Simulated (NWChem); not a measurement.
# CH$_{5}$F$_{2}$NSi; SMILES N[Si@@H](F)CF

```xyz
10

N     -1.6208     0.6412     0.1118
Si     0.0311     0.4873    -0.3278
F      1.0357     1.5970     0.3716
C      0.7013    -1.1779     0.2896
F      0.0195    -2.2321    -0.3165
H     -1.9567     0.4124     1.0492
H     -2.2416     1.2998    -0.3615
H      0.1313     0.6726    -1.8079
H      0.5952    -1.2540     1.3981
H      1.7909    -1.2660     0.0721
```
Atoms are numbered in this order, from 1.

Level: PBE-D3(BJ)/def2-SVP (NWChem), optimised geometry, unscaled harmonic frequencies. 

Problem. List the harmonic frequencies with IR intensities, and the thermochemistry.

Solution. 
```csv
frequency (cm⁻¹),IR intensity (km/mol)
77,5.4
139,7.2
207,2.0
255,21.5
302,27.8
330,135.0
360,36.8
607,16.7
673,1.5
783,9.5
808,35.1
846,165.0
866,57.9
933,187.9
1049,74.4
1197,4.0
1269,1.4
1402,5.3
1488,49.8
2216,117.8
2937,22.9
2993,21.5
3509,31.6
3607,35.9
```

```json
{
 "zero_point_energy": "41.2 kcal/mol",
 "thermal correction to the enthalpy at 298.15 K (with zero-point energy)": "46.3 kcal/mol",
 "heat capacity Cv": "23.9 cal/(mol K)",
 "entropy at 298.15 K and 1 atm (symmetry number 1)": "82.6 cal/(mol K)",
 "dipole_moment": "1.66 D"
}
```

Rigid rotor and harmonic oscillator; modes under 100 cm⁻¹ make the entropy uncertain.
